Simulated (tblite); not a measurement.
Compound: C5H8BFO.
Numbering: `[CH3:1][C:2]#[C:3][BH:4][CH2:5][O:6][CH2:7][F:8]` (hydrogens: H9, H10, H11 on C1; H12 on B4; H13, H14 on C5; H15, H16 on C7)

Computed with GFN2-xTB (tblite), gas phase: L-BFGS steps from a force-field or distance-geometry start until the largest atomic force falls under 0.01 eV/Å.

Step 18: E = -673.2652 eV
```
atom  x, y, z in Å  |  force x, y, z in eV/Å
C1      3.6515   -0.0504    0.3665   -0.006  -0.014   0.003
C2      2.3536    0.1508   -0.2350    0.054  -0.013   0.008
C3      1.2616    0.3128   -0.7326    0.040  -0.007   0.035
B4     -0.0403    0.5319   -1.4231    0.049   0.023   0.032
C5     -1.4553    0.4417   -0.7240   -0.031  -0.015  -0.002
O6     -1.4784    0.1354    0.6776   -0.047  -0.014  -0.047
C7     -2.7302   -0.0010    1.1847   -0.047   0.045   0.040
F8     -3.4479    1.1844    1.1292    0.054   0.036   0.005
H9      4.3250    0.7666    0.1016   -0.080   0.016   0.019
H10     4.0921   -0.9775   -0.0045   -0.068  -0.002   0.007
H11     3.5624   -0.1100    1.4520    0.018   0.012  -0.030
H12    -0.0526    0.7908   -2.5675   -0.008  -0.009   0.005
H13    -2.0560   -0.3127   -1.2561   -0.062  -0.019  -0.016
H14    -1.9759    1.3987   -0.8745   -0.034   0.013  -0.041
H15    -2.6480   -0.2556    2.2462    0.039  -0.047   0.019
H16    -3.3692   -0.7295    0.6478    0.128  -0.003  -0.036
```

Step 19: E = -673.2668 eV
```
atom  x, y, z in Å  |  force x, y, z in eV/Å
C1      3.6530   -0.0513    0.3679   -0.018  -0.001  -0.004
C2      2.3541    0.1500   -0.2332    0.004  -0.006  -0.005
C3      1.2601    0.3127   -0.7279    0.062  -0.009   0.035
B4     -0.0411    0.5325   -1.4229    0.044   0.015   0.040
C5     -1.4605    0.4429   -0.7270    0.001  -0.003  -0.064
O6     -1.4812    0.1362    0.6732   -0.011   0.012  -0.036
C7     -2.7306   -0.0004    1.1860    0.007   0.045   0.023
F8     -3.4475    1.1840    1.1366    0.035   0.056   0.007
H9      4.3252    0.7677    0.1025   -0.087  -0.009   0.021
H10     4.0929   -0.9789   -0.0037   -0.068   0.016   0.013
H11     3.5650   -0.1101    1.4540    0.016   0.009  -0.045
H12    -0.0488    0.7897   -2.5690   -0.009  -0.013   0.035
H13    -2.0605   -0.3127   -1.2597   -0.048  -0.012  -0.009
H14    -1.9821    1.3999   -0.8822   -0.016  -0.014  -0.015
H15    -2.6383   -0.2579    2.2450    0.014  -0.053   0.051
H16    -3.3673   -0.7279    0.6491    0.074  -0.035  -0.045
```

**Question.** Estimate the geometry and energy of step 20. (The exact step hangs on the optimiser's Hessian estimate; all steps are aligned on step 19, rigid shifts and turns removed.)

**Answer.** E = -673.2682 eV, largest force 0.094 eV/Å
```
atom  x, y, z in Å  |  force x, y, z in eV/Å
C1      3.6538   -0.0520    0.3689   -0.022   0.008  -0.004
C2      2.3550    0.1491   -0.2317   -0.039   0.001  -0.010
C3      1.2597    0.3125   -0.7237    0.049  -0.005   0.022
B4     -0.0407    0.5334   -1.4219    0.020   0.005   0.035
C5     -1.4648    0.4437   -0.7306    0.021   0.002  -0.092
O6     -1.4838    0.1371    0.6688    0.028   0.036  -0.016
C7     -2.7308    0.0007    1.1876    0.055   0.028   0.000
F8     -3.4463    1.1847    1.1427    0.018   0.059   0.014
H9      4.3235    0.7686    0.1037   -0.070  -0.013   0.012
H10     4.0922   -0.9799   -0.0028   -0.053   0.015   0.008
H11     3.5675   -0.1100    1.4547    0.008   0.004  -0.031
H12    -0.0460    0.7885   -2.5693   -0.003  -0.014   0.054
H13    -2.0652   -0.3128   -1.2628   -0.028  -0.003  -0.007
H14    -1.9875    1.4006   -0.8890    0.002  -0.033   0.002
H15    -2.6301   -0.2606    2.2449   -0.008  -0.046   0.052
H16    -3.3641   -0.7270    0.6491    0.024  -0.043  -0.038
```

The energy changes by -0.0014 eV. The first-order estimate −F·Δx gives -0.0019 eV and the mean of the old and new forces, exact on a quadratic surface, -0.0014 eV. The step makes an angle of 65° with the force vector and moves no atom by more than 0.009 Å.

What follows is the cost of the whole relaxation. The run took 1.2 s wall on one thread, Intel Xeon at 2.50 GHz (x86_64), no GPU, shared host.
